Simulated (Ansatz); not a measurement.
`[Cl][SnH2][SeH]` + trichlorosilane → `Cl[Si](Cl)(Cl)[SeH]` + `[Cl][SnH3]`  (formal exchange of groups at the Se–Sn bond)

Computed with Ansatz on PBE0-D4/def2-TZVP structures; ΔE is electronic, products minus reactants. CBS: MP2 limit from def2 TZ/QZ plus the TZ coupled-cluster correction, frozen cores. This one scheme is used for every species. Functionals use def2-TZVPP. Elements past krypton have def2 core potentials. For Se, Sn outer-core shells are correlated without core-valence functions, which leaves a few kJ/mol of doubt a bond. Scalar relativity is left out up to krypton. Each species was taken in one conformer, which may not be the lowest.

`[Cl][SnH2][SeH]`:

```xyz
6

Cl   -0.891    1.706   -1.443
Sn   -0.596   -0.030    0.088
Se    1.742    0.051    1.006
H    -1.673    0.268    1.368
H    -0.869   -1.456   -0.795
H     2.287   -0.539   -0.224
```

`Cl[SiH](Cl)Cl`:

```xyz
5

Cl   -0.940   -1.148   -1.334
Si    0.069   -0.067    0.056
Cl    1.143    1.388   -0.865
Cl   -1.251    0.779    1.345
H     0.978   -0.951    0.798
```

`Cl[Si](Cl)(Cl)[SeH]`:

Z-matrix (Å, degrees):
```
Si
Cl 1 2.031
Cl 1 2.034 2 109.4
Cl 1 2.034 2 109.4 3 117.1
Se 1 2.249 2 106.1 3 -121.5
H 5 1.471 1 91.5 2 -179.7
```

`[Cl][SnH3]`:

Cartesian coordinates in Å:
```
Cl 1.649 -1.101 0.830
Sn -0.142 0.095 -0.071
H -1.527 -0.437 0.758
H -0.181 -0.293 -1.726
H 0.200 1.736 0.209
```

| level | ΔE (kJ/mol) | difference from CCSD(T)/CBS |
| --- | --- | --- |
| PBE-D4 | 19.2 | -8.2 |
| revPBE-D4 | 15.2 | -12.2 |
| r2SCANh-D4 | 22.3 | -5.1 |
| r2SCAN0-D4 | 22.5 | -4.9 |
| ωB97M-V | 20.4 | -7.0 |
| HF/def2-TZVPP | 37.4 | 10.0 |
| SCS-MP2/def2-QZVPP | 27.2 | -0.2 |
| HF/CBS(def2) | 39.1 | 11.7 |
| MP2/CBS(def2) | 25.9 | -1.5 |
| CCSD/CBS(def2) | 29.2 | 1.8 |
| CCSD(T)/CBS | 27.4 | 0 |

Largest T1 diagnostic among the species: 0.012.

Leaving LDA and LC-ωPBE aside and taking each functional with its dispersion term where it has one, the values, not all of them listed here, spread over 14.3 kJ/mol, from B97M-V to B2PLYP. LDA lies −8.9 kJ/mol from PBE without D4. The D4 term adds −8.1 kJ/mol with B3LYP and −4.1 kJ/mol with PBE0; it sums over pairs of atoms, weighted by their polarisabilities, and B3LYP, whose exchange is more repulsive, gets the larger term.

B3LYP here is the variant with VWN-RPA as its local correlation; programs differ in this.
